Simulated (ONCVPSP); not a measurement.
Transferability test, ONCV potential for tin (Sn)

Sn (Z = 50), optimised norm-conserving Vanderbilt (ONCV), made with ONCVPSP 4.0.1 (LDA (Perdew-Wang 92), scalar-relativistic). Core [Ar] 3d10, reference 4s2 4p6 4d10 5s2 5p1.5 (charge +0.5). Waves: 4s+5s: rc 1.50 bohr, ncon 3, nbas 8, qcut 7.7 1/bohr, 2 projectors; 4p+5p: rc 1.25 bohr, ncon 3, nbas 6, qcut 11.9 1/bohr, 2 projectors; 4d: rc 1.50 bohr, ncon 3, nbas 8, qcut 12.3 1/bohr, 3 projectors, debl 3.3 Ha. Local part: polynomial inside 0.90 bohr (lpopt 5, dvloc0 2 Ha). Core correction: Teter function, parameters optimised by the program.

Energies are relative to the spin-unpolarised reference configuration 4s2 4p6 4d10 5s2 5p1.5; without spin polarisation the order of configurations can differ from experiment.

```csv
valence configuration,charge,ΔE all-electron (eV),error AE − PS (meV)
4s2 4p6 4d10 5s2 5p2,0,-2.713,+0.5
4s2 4p6 4d10 5s1 5p3,0,4.363,-2.0
```

Question: What are ΔE and the potential's error for 4s2 4p6 4d10 5s2 5p1?

Answer: ΔE = 4.379 eV all-electron; the error (AE − PS) is -0.8 meV.

Question: What are ΔE and the potential's error for 4s2 4p6 4d10 5s2 5p0?

Answer: ΔE = 18.637 eV all-electron; the error (AE − PS) is -3.7 meV.

Levels in the configuration 4s2 4p6 4d10 5s2 5p2:

| level | all-electron (eV) | pseudo (eV) |
| --- | --- | --- |
| 4s | -133.657 | -133.659 |
| 4p | -89.563 | -89.564 |
| 4d | -25.904 | -25.927 |
| 5s | -10.811 | -10.810 |
| 5p | -3.868 | -3.867 |
